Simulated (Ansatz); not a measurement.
Cost and result for the atomization energy of CH$_{7}$BFNOSi (13 atoms, 14 bonds).

```xyz
13

B     0.040    1.363    0.082
C     1.049    0.236    0.676
F     2.065   -0.159   -0.243
Si   -0.367   -0.928    0.408
N    -0.924    0.311   -0.804
O    -0.070   -2.385   -0.269
H    -0.675    1.753    0.983
H     0.487    2.231   -0.622
H     1.512    0.417    1.643
H    -1.465   -1.074    1.385
H    -0.563    0.178   -1.742
H    -1.904    0.554   -0.871
H     0.815   -2.497   -0.625
```

Total charge 0; spin multiplicity 1. The bonds changed during the relaxation, so this is another structure than the one it started from. Geometry: relaxed with PBE0-D4/def2-TZVP. It is one conformer, not always the lowest. Program: Ansatz. All runs use 2 threads of an AMD EPYC 7R13 on a shared host and a share of an NVIDIA H100 80 GB. Times are those of one run each, without the atoms' runs, and a repeat can differ threefold. Electronic energies, without spin–orbit coupling; frozen cores. CCSD(T)/CBS adds CCSD(T) − MP2 in def2-TZVPP to the MP2 limit, and its time is that of the two runs behind it. T1 = 0.012. B3LYP takes the VWN-RPA correlation (the form of Gaussian; ORCA's B3LYP/G).

CCSD(T)/CBS is a level of theory with its own doubt, some kJ/mol a heavy atom from the limit and from the frozen cores, so smaller differences don't rank the functionals.

```csv
level,functions,wall time
PBE-D4/def2-TZVPP (with forces),295,2.2 s
B3LYP-D4/def2-TZVPP (with forces),295,2.3 s
PBE0-D4/def2-TZVPP,295,2.6 s
r2SCAN-D4/def2-TZVPP (with forces),295,2.8 s
ωB97X-V/def2-TZVPP,295,3.8 s
ωB97M-V/def2-TZVPP (with forces),295,3.9 s
B2PLYP/def2-TZVPP,295,4.5 s
MP2/def2-QZVPP,565,5.5 s
CCSD(T)/def2-TZVPP,295,7 s
CCSD(T)/CBS(def2),–,13 s
```

**Question.** What atomization energy does each give, and how far from CCSD(T)/CBS? (Best estimate.)

**Answer.** The calculation gave: 
```csv
level,atomization (kcal/mol),difference from CCSD(T)/CBS,per bond
PBE-D4/def2-TZVPP (with forces),1173.4,23.7,1.7
B3LYP-D4/def2-TZVPP (with forces),1149.7,0.0,0.0
PBE0-D4/def2-TZVPP,1149.6,-0.1,0.0
r2SCAN-D4/def2-TZVPP (with forces),1153.2,3.5,0.2
ωB97X-V/def2-TZVPP,1155.3,5.6,0.4
ωB97M-V/def2-TZVPP (with forces),1157.0,7.3,0.5
B2PLYP/def2-TZVPP,1137.0,-12.7,-0.9
MP2/def2-QZVPP,1159.6,9.9,0.7
CCSD(T)/def2-TZVPP,1116.9,-32.8,-2.3
CCSD(T)/CBS(def2),1149.7,0.0,0.0
```

From PBE to PBE0 (25 % exact exchange), in def2-TZVPP and without D4, the atomization energy moves by −22.7 kcal/mol: exact exchange takes away binding that semilocal exchange gives to molecules. In def2-TZVPP, CCSD(T) changes the Hartree–Fock value by +297.1 kcal/mol (the triples alone add +17.7 kcal/mol) and MP2 by +320.3 kcal/mol; breaking electron pairs costs correlation energy, which Hartree–Fock lacks. The D4 term adds +11.0 kcal/mol with B3LYP and +5.8 kcal/mol with PBE0; it sums over pairs of atoms, weighted by their polarisabilities, and B3LYP, whose exchange is more repulsive, gets the larger term.
